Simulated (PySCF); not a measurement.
Input for PySCF:
```python
from pyscf import gto, scf, dft

mol = gto.Mole()
mol.atom = '''
    Ge    0.189616    0.144657    0.116875
    Cl   -0.810130    2.365751   -0.060661
    Cl    2.014102   -1.478772    0.115746
    Cl   -1.559837   -1.163322   -0.380225
    H    -0.017991    0.068799    1.787391
'''
mol.basis = 'aug-cc-pvtz'
mol.charge = -1
mol.spin = 1
mol.verbose = 4
mol.build()

mf = dft.UKS(mol)
mf.xc = 'r2scan'
mf = mf.density_fit(auxbasis='def2-universal-jkfit')
mf.kernel()
```

### Question
Give the number of basis functions at the level DF-R2SCAN/aug-cc-pVTZ (PySCF).

### Answer
232

### Question
What is the computed HOMO energy (DF-R2SCAN/aug-cc-pVTZ)?

### Answer
-1.19 eV

### Question
Predict the Mulliken (on the basis functions themselves) charges in atom order from DF-R2SCAN/aug-cc-pVTZ.

### Answer
Ge1 0.79, Cl2 -0.57, Cl3 -0.57, Cl4 -0.46, H5 -0.19

These values belong to the state on which the SCF converged, which isn't shown to be the lowest.
